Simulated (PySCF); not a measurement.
Compound: C₂H₄OS₂Si.
Bonds: O1–Si2, Si2–S3, S3–C4, C4–C5 (double), C5–S6, Si2–S6. Hydrogens: H7 on O1; H8 on Si2; H9 on C4; H10 on C5.

NICS = −σ at a ghost point: NICS(0) at the centroid of the ring atoms, NICS(1) 1 Å to either side along the normal of their mean plane, zz for the tensor component along that normal. Level: GIAO PBE0/pcSseg-1 (PySCF, non-relativistic, gas phase) on the GFN2-xTB geometry, one conformer.

Ring bond lengths (Å), with Mayer bond orders in brackets: Si2–S3 2.150 (0.95), S3–C4 1.750 (1.08), C4–C5 1.329 (1.79), C5–S6 1.750 (1.08), S6–Si2 2.150 (0.95).

Question: What do the NICS probes read (ppm)?

Answer: 
```tsv
ring	type	NICS(0)	NICS(1), two faces	NICS(1)zz, two faces	rms pucker (Å)	centre to ring atoms, mean (Å)
Si2–S3–C4–C5–S6	5-membered ring with 2 S and Si; formal bonds 1 double, 4 single	-7.5	-4.5 / -5.0	-3.7 / -5.2	0.03	1.54
```

Question: What do they say, and how far can they be read as aromaticity?

Answer: 
- Si2–S3–C4–C5–S6: mean NICS(1)zz -4.5 ppm, shielded. Si2 has four or more neighbours, and the NICS criterion for π rings isn't applied.

Question: How shielded are the nuclei of the rings and their hydrogens (means over atoms taken as equivalent)?

Answer: 
```json
{"atoms": "Si2", "environment": "oxygen-bound silicon", "σ isotropic (ppm)": "329.2", "principal values of the symmetric part, first atom (ppm)": "290.6, 328.6, 368.6"}
{"atoms": "S3 (×2)", "environment": "sulfur bonded to C and Si", "σ isotropic (ppm)": "514.1", "principal values of the symmetric part, first atom (ppm)": "335.8, 537.7, 669.1"}
{"atoms": "C4 (×2)", "environment": "alkene CH carbon", "σ isotropic (ppm)": "60.5", "principal values of the symmetric part, first atom (ppm)": "-38.3, 85.0, 134.9"}
{"atoms": "H8", "environment": "Si–H hydrogen", "σ isotropic (ppm)": "25.31", "principal values of the symmetric part, first atom (ppm)": "21.7, 22.8, 31.4"}
{"atoms": "H9 (×2)", "environment": "vinylic hydrogen", "σ isotropic (ppm)": "25.69", "principal values of the symmetric part, first atom (ppm)": "21.6, 26.5, 29.0"}
```

Shape of the structure used: `[OH:1][SiH:2]1[S:3][CH:4]=[CH:5][S:6]1`: H–O1–Si2–S3 57°.
